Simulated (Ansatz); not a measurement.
Start from `C[O][GaH][SH]` and change one element to get `COBS`.

Ansatz, PBE0-D4/def2-TZVP geometries, multiplicity 1. Each molecule was computed in one conformer, which needn't be the lowest.

Scalar relativity is left out up to krypton.

| property | `C[O][GaH][SH]` |
| --- | --- |
| size of the dipole moment (ωB97M-V/def2-TZVPP) / D | 0.68 |
| size of the dipole moment (B3LYP/def2-TZVPP) / D | 0.74 |
| HOMO energy (ωB97M-V/def2-TZVPP) / eV | -9.93 |
| HOMO–LUMO gap (B3LYP/def2-TZVPP) / eV | 6.28 |
| ideal-gas entropy at 298 K and 1 bar (rigid rotor, harmonic PBE0-D4/def2-TZVP) / J/(mol·K) | 352 |
| LUMO energy (PBE/def2-TZVPP) / eV | -1.68 |

(1) Give the same properties after the change, and the shifts. (An estimate is asked.)

Results:

(1) Ansatz gave: 
```csv
property,`COBS`,shift
size of the dipole moment (ωB97M-V/def2-TZVPP) / D,2.07,1.39
size of the dipole moment (B3LYP/def2-TZVPP) / D,2.04,1.30
HOMO energy (ωB97M-V/def2-TZVPP) / eV,-9.71,0.22
HOMO–LUMO gap (B3LYP/def2-TZVPP) / eV,7.06,0.78
"ideal-gas entropy at 298 K and 1 bar (rigid rotor, harmonic PBE0-D4/def2-TZVP) / J/(mol·K)",311,-41
LUMO energy (PBE/def2-TZVPP) / eV,-0.95,0.73
```

With PBE0 the HOMO rises by 0.18 eV and the LUMO rises by 0.90 eV, so the gap widens by about 0.72 eV. PBE moves the HOMO by 0.07 eV and ωB97M-V by 0.22 eV. Dipoles are sizes alone; their direction can turn.

B3LYP here is the variant with VWN-RPA as its local correlation; programs differ in this.
